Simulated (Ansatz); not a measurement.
The cluster Sn4Te3⁺. The state is a doublet with charge 1. Geometry r2SCAN-D4/def2-SVP, that of the neutral singlet; atoms count from 1.

```xyz
7

Sn   -2.023    0.234    1.057
Sn    0.966   -1.941   -0.476
Sn    0.912    1.626    1.338
Sn   -0.602    1.581   -1.550
Te    2.155    0.699   -1.141
Te    0.290   -1.070    2.282
Te   -1.698   -1.129   -1.509
```

In the def2 sets Sn, Te take a core potential; there is no spin–orbit coupling. The structure comes from a short search, and lower isomers may exist.

Q: Estimate the Mulliken populations from the PBE0/def2-SVP orbitals of Ansatz.

A: 
| atom | charge (e) | spin (α − β) |
| --- | --- | --- |
| Sn1 | 0.36 | 0.23 |
| Sn2 | 0.52 | 0.11 |
| Sn3 | 0.36 | 0.23 |
| Sn4 | 0.36 | 0.23 |
| Te5 | -0.20 | 0.07 |
| Te6 | -0.20 | 0.07 |
| Te7 | -0.20 | 0.07 |
Mulliken values depend strongly on the basis.

Q: Where does the spin sit?

A: Summed by element: Sn 0.80, Te 0.20, of 1 unpaired in all. Largest on single atoms: Sn1 0.23, Sn3 0.23, Sn4 0.23.

Q: And the Mayer bond orders between heavy atoms (over 0.3)?

A: Sn1–Sn3 0.33 (3.26 Å); Sn1–Sn4 0.33 (3.26 Å); Sn1–Te6 0.81 (2.92 Å); Sn1–Te7 0.81 (2.92 Å); Sn2–Te5 0.71 (2.97 Å); Sn2–Te6 0.71 (2.97 Å); Sn2–Te7 0.71 (2.97 Å); Sn3–Sn4 0.33 (3.26 Å); Sn3–Te5 0.81 (2.92 Å); Sn3–Te6 0.81 (2.92 Å); Sn4–Te5 0.81 (2.92 Å); Sn4–Te7 0.81 (2.92 Å).
